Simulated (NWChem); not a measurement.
System: CaO; SMILES [O]=[Ca]

```xyz
2

Ca     0.0000     0.0000    -0.6226
O      0.0000     0.0000     1.4135
```
Atoms are numbered in this order, from 1.

Computed with NWChem. Pople sets run with spherical d functions. Coordinates come from a B3LYP/6-31G* (spherical d) optimisation. GIAO values for the isolated, static molecule; σ is the absolute isotropic shielding, δ = σ(reference) − σ with the isolated reference molecule computed at the same levels (17O: water).

For level B3LYP/6-311G**:

* **σ Ca1 (ppm)**: 1277.9
* **δ O2 (ppm)**: 973.7

### Question
What are these values for level B3LYP/6-31G*?

### Answer
- σ Ca1 (ppm) = 2268.0
- δ O2 (ppm) = 6083.7
